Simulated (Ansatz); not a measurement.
C2H9NOSi, SMILES `CN([SiH3])CO` at its PBE0-D4/def2-TZVP geometry, where that method's forces vanish. Charge 0, multiplicity 1.

```xyz
14

C    -0.1767    1.4509   -0.4017
N     0.0217    0.0515   -0.0777
Si    1.2241   -0.8769   -0.8876
C    -0.5266   -0.3545    1.1812
O    -1.9345   -0.3318    1.1976
H    -1.2320    1.7163   -0.3032
H     0.1230    1.6464   -1.4335
H     0.4050    2.1149    0.2527
H     0.9597   -2.3084   -0.5879
H     2.6302   -0.5731   -0.4833
H     1.1219   -0.6085   -2.3465
H    -0.1462   -1.3563    1.4201
H    -0.2316    0.3262    1.9897
H    -2.2380   -0.8967    0.4801
```

(1) What forces (eV/Å) does ωB97M-V/def2-TZVPP give on these atoms in Ansatz 0.2.0? (An estimate is asked.)

Results:

(1) Computed: 
```
C1  -0.061  0.292 -0.048
N2   0.087 -0.160 -0.113
Si3  0.139 -0.120 -0.118
C4   0.233 -0.066  0.272
O5  -0.229 -0.040 -0.067
H6   0.087 -0.015 -0.011
H7  -0.024 -0.011  0.073
H8  -0.047 -0.058 -0.046
H9   0.029  0.163 -0.030
H10 -0.164 -0.028 -0.041
H11  0.011 -0.026  0.168
H12 -0.046  0.086 -0.007
H13 -0.016 -0.052 -0.073
H14  0.001  0.035  0.041
```
